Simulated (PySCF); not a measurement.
Field gradients from PBE0/pcSseg-1 densities (PySCF, non-relativistic) at GFN2-xTB geometries, isolated species, one conformer each; χzz is the principal value of largest magnitude, with Q(14N) = 0.02044 b, Q(17O) = −0.0256 b, Q(35Cl) = −0.0817 b. GFN2-xTB bond lengths can be off by several hundredths of an ångström, more for odd bonds, and the gradients follow them. A larger basis could move these couplings by a tenth or more.

(1) These 14N couplings (χzz in MHz, η) are listed in rising order: (-6.288, 0.10); (-5.589, 0.03); (-5.252, 0.16); (-4.984, 0.38). Assign them to: the cyano nitrogen of `N#C[SiH2]S[SiH2]O[SiH3]`; N9 (imine nitrogen) in `[H]/[N:9]=[C:8]1/[C@:3]([C:2]#[N:1])([F:4])[CH2:5][CH2:6][CH2:7]1`; the nitrogen bonded to C, P and H of `CNP1CCOCC1`; the tertiary amine nitrogen of `CN(C)C[P@@H](=S)C(F)=C(F)F`.

(2) Rank these 17O sites by the size of the quadrupole coupling, smallest first.
A. The sulfonyl oxygen of `CS(=O)(=O)c1ccc(N)s1`
B. The aldehyde oxygen of `Cc1cc(Cl)pc(C=O)c1`
C. The silyl ether oxygen of `C=CO[SiH2]CCl`
D. The silyl ether oxygen of `Cl[SiH2]OC1CC1`
E. The silanol oxygen of `C=C[C@H](Cl)[SiH2]O`
F. The siloxane oxygen of `N#C[SiH2]S[SiH2]O[SiH3]`

(3) These 35Cl couplings (χzz in MHz, η) are listed in rising order: (-75.87, 0.09); (-70.65, 0.00); (-37.35, 0.15). Assign them to: the vinyl chlorine of `C/C=C(/Cl)O[SiH3]`; the silicon-bound chlorine of `Cl[SiH2]OC1CC1`; the aryl chlorine of `Cc1cc(Cl)pc(C=O)c1`.

## Answers

(1) -6.288 MHz, η 0.10: the tertiary amine nitrogen of `CN(C)C[P@@H](=S)C(F)=C(F)F`; -5.589 MHz, η 0.03: the cyano nitrogen of `N#C[SiH2]S[SiH2]O[SiH3]`; -5.252 MHz, η 0.16: the nitrogen bonded to C, P and H of `CNP1CCOCC1`; -4.984 MHz, η 0.38: N9 (imine nitrogen) in `[H]/[N:9]=[C:8]1/[C@:3]([C:2]#[N:1])([F:4])[CH2:5][CH2:6][CH2:7]1`.

(2) F (6.751 MHz), A (8.123 MHz), E (8.987 MHz), C (9.541 MHz), D (10.19 MHz), B (11.84 MHz).

(3) -75.87 MHz, η 0.09: the aryl chlorine of `Cc1cc(Cl)pc(C=O)c1`; -70.65 MHz, η 0.00: the vinyl chlorine of `C/C=C(/Cl)O[SiH3]`; -37.35 MHz, η 0.15: the silicon-bound chlorine of `Cl[SiH2]OC1CC1`.

All sites together:

```tsv
nucleus	site	Vzz (au)	η	χzz (MHz)
14N	the cyano nitrogen of N#C[SiH2]S[SiH2]O[SiH3]	-1.164	0.03	-5.589
14N	N9 (imine nitrogen) in [H]/[N:9]=[C:8]1/[C@:3]([C:2]#[N:1])([F:4])[CH2:5][CH2:6][CH2:7]1	-1.038	0.38	-4.984
14N	the nitrogen bonded to C, P and H of CNP1CCOCC1	-1.094	0.16	-5.252
14N	the tertiary amine nitrogen of CN(C)C[P@@H](=S)C(F)=C(F)F	-1.309	0.10	-6.288
17O	the silyl ether oxygen of C=CO[SiH2]CCl	1.586	0.11	-9.541
17O	the sulfonyl oxygen of CS(=O)(=O)c1ccc(N)s1	1.350	0.12	-8.123
17O	the aldehyde oxygen of Cc1cc(Cl)pc(C=O)c1	-1.969	0.51	11.84
17O	the silanol oxygen of C=C[C@H](Cl)[SiH2]O	1.494	0.48	-8.987
17O	the siloxane oxygen of N#C[SiH2]S[SiH2]O[SiH3]	1.122	0.23	-6.751
17O	the silyl ether oxygen of Cl[SiH2]OC1CC1	1.694	0.28	-10.19
35Cl	the vinyl chlorine of C/C=C(/Cl)O[SiH3]	3.680	0.00	-70.65
35Cl	the silicon-bound chlorine of Cl[SiH2]OC1CC1	1.946	0.15	-37.35
35Cl	the aryl chlorine of Cc1cc(Cl)pc(C=O)c1	3.952	0.09	-75.87
```
